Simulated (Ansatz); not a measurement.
## Which is lower?

The two ends of one reaction step of GaH₄ClO₂, closed shell (PBE0-D4/def2-TZVP).

A:

```csv
atom,x (Å),y (Å),z (Å)
Ga1,-0.6039,0.3328,-0.0703
Cl2,1.9910,-1.0081,0.2803
O3,-0.5567,0.2858,-1.8518
O4,-1.5624,-1.0276,0.5690
H5,2.5434,-0.1033,1.0004
H6,-0.0935,1.5295,0.7911
H7,-0.0765,1.0174,-2.2427
H8,-1.6414,-1.0265,1.5242
```

B:

```xyz
8
angstrom
Ga -0.2161 -0.4913 -0.3572
Cl 1.6076 -1.6010 -0.2019
O -0.4833 0.6188 -1.7040
O -1.5248 -0.7418 0.8013
H 1.1491 1.2746 1.1693
H 0.5031 1.6501 1.1094
H 0.2681 0.6721 -2.2992
H -1.3037 -1.3813 1.4824
```

Computed with Ansatz 0.2.0 (basis: def2-TZVPP); correlated methods freeze the cores. Filled d shells of the heavier atoms are correlated. The def2 sets are not built for correlating such inner shells, so the correlated values are less sure here. B3LYP uses VWN-RPA correlation.

(1) Which structure is lower at CCSD(T), and by how much? (To be estimated.)

No T1 diagnostic of these runs exceeds 0.014.

Results:

(1) The calculation gives: B, by 88.1 kJ/mol (electronic energy, against the other). By their contacts, A is a complex of GaH₃O₂ ([OH][GaH][OH]) + HCl and B is a complex of GaH₂ClO₂ ([OH][Ga]([OH])[Cl]) + H₂.

All methods give the same order:

| method | E(B) − E(A) (kJ/mol) |
| --- | --- |
| SPW92 | -74.0 |
| PBE-D4 | -84.5 |
| BLYP-D4 | -85.2 |
| r2SCAN-D4 | -91.0 |
| B97M-V | -81.0 |
| PBE0-D4 | -86.7 |
| B3LYP-D4 | -86.2 |
| r2SCAN0-D4 | -91.5 |
| BHLYP-D4 | -89.0 |
| CAM-B3LYP-D4 | -83.0 |
| wB97X-V | -87.1 |
| wB97M-V | -85.3 |
| B2PLYP | -89.4 |
| PBE-QIDH | -91.7 |
| RPA on PBE | -82.3 |
| HF | -94.9 |
| MP2 | -94.9 |
| CCSD | -86.6 |
| CCSD(T) | -88.1 |

Labels in which every atom is bracketed show which atoms are joined, not bond orders.

For scale, one of the runs: CCSD(T)/def2-TZVPP, 208 basis functions, launched by `ansatz run in.yaml --threads 4 --pin off --events-out ev --progress --plain --max-ram 9574MiB`. The run took 97 s on 4 CPU threads of an Arm Neoverse V1 (shared host), with 2.9 GiB of host memory at its peak.
